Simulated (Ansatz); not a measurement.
Species: trifluoro(hydroxy)silane, sum formula HSiOF₃, net charge 0, singlet state. SMILES: F[Si](F)(O)F
Structure (B3LYP-D3(BJ)/def2-TZVP (Ansatz, an electronic-structure program) minimum search):
```
Si
F 1 1.5705
F 1 1.5778 2 108.73
F 1 1.5778 2 108.77 3 115.93
O 1 1.6083 2 107.63 3 -122.04
H 5 0.9599 1 121.09 2 -179.33
```

Property: vertical ionisation energy (to the doublet state of charge +1; each state is the SCF solution reached for its spin), in eV. Correlated levels leave the core frozen unless marked. Open shells are spin-unrestricted. Spin-orbit coupling is left out. Non-relativistic. CBS marks a two-point X^-3 extrapolation of the correlation energy; Hartree-Fock from the larger set. The bracket is a focal-point correction in the basis named.

RI-MP2/CBS(aug-cc-pV(T+d)Z,aug-cc-pV(Q+d)Z)+[CCSD(T)-MP2]/aug-cc-pV(T+d)Z (Ansatz) gives 14.03 eV.

Q: Another calculation gave 12.96 eV. Which level was it?
A. PBE0/def2-TZVPD (Ansatz)
B. SVWN5/def2-TZVPD (Ansatz)
C. PBE/def2-TZVPD (Ansatz)
D. CAM-B3LYP/def2-TZVPD (Ansatz)

A: C, PBE/def2-TZVPD (Ansatz). The others give 13.55 (PBE0), 13.82 (CAM-B3LYP), 13.27 (SVWN5) eV.
